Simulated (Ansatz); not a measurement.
The first iterations of a band of BFGaH3O (7 atoms, charge 0, multiplicity 1).

Method: RKS r2SCAN-D4/def2-SVP in Ansatz 0.2.0.

```json
{
 "movable images": "5",
 "climbing image": "yes",
 "spring": "5.0 eV/Å²",
 "optimiser": "quadratic models (default)",
 "start path": "through a guess of the saddle point",
 "force threshold": "0.2 eV/Å",
 "iteration limit": "60",
 "end points": "relaxed"
}
```

Image 0:

```xyz
7
Properties=species:S:1:pos:R:3
B -0.866 1.321 -0.093
Ga 0.084 -0.508 -0.012
O 1.812 -0.789 0.304
F -0.768 -2.036 -0.260
H -0.965 1.923 -1.132
H -1.344 1.816 0.897
H 2.047 -1.727 0.298
```

Image 6:

```xyz
7
Properties=species:S:1:pos:R:3
B -0.865 1.320 -0.093
Ga 0.083 -0.509 -0.014
O 1.811 -0.788 0.307
F -0.767 -2.037 -0.267
H -1.350 1.811 0.896
H -0.958 1.928 -1.130
H 2.046 -1.726 0.300
```

| iteration | highest image above the first end (eV) | largest band force component (eV/Å) |
| --- | --- | --- |
| 1 | 5.335 | 22.685 |
| 2 | 0.797 | 3.942 |

**Question.** Does the band converge within its limit, and where does its top end?

**Answer.** The forces met the threshold. It ended after 6 iterations with the highest image 0.071 eV above the first end. The threshold of 0.2 eV/Å is loose, so the images may lie well off the minimum-energy path. Another band between the same ends (5 images) ends at a top of the same energy, where a vibrational analysis finds 1 clearly imaginary mode.

Time of the run: 2.5 min on 2 threads of Arm Neoverse N1, on a shared host, peak memory 0.15 GiB.
